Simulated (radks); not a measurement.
The numbers below are computed, except where a source is named.
All-electron atom: He1.25+ in 1s(up 0.5, down 0.25) (fractional occupations, a model configuration).

Level of theory: non-relativistic Kohn-Sham, PBE, spin-polarised, spherical densities, point nucleus (a radial shooting solver on a logarithmic mesh with Libxc functionals).

Energy parts (Ry):
| part | energy |
|---|---|
| total | -3.03753 |
| kinetic | 3.01976 |
| electron-nucleus | -6.01884 |
| Hartree | 0.70192 |
| exchange-correlation | -0.74037 |

Orbitals (lengths in bohr, moments of r in powers of bohr; r(90%) holds 90 % of the orbital's charge):
| orbital | occ. | eigenvalue (Ry) | r(90%) |
|---|---|---|---|
| 1s up | 0.5 | -3.44645 | 1.33 |
| 1s down | 0.25 | -3.24410 | 1.37 |

The highest occupied level is 1s down at -44.138 eV. Spin moment in Bohr magnetons: 0.25. The density falls to 0.001 e/bohr^3 at r = 1.90 bohr. The spin density at the nucleus is 0.6920 e/bohr^3 (1s 0.6920), a Fermi contact field of 36.3 T. The electron density at the nucleus is 1.967 e/bohr^3.
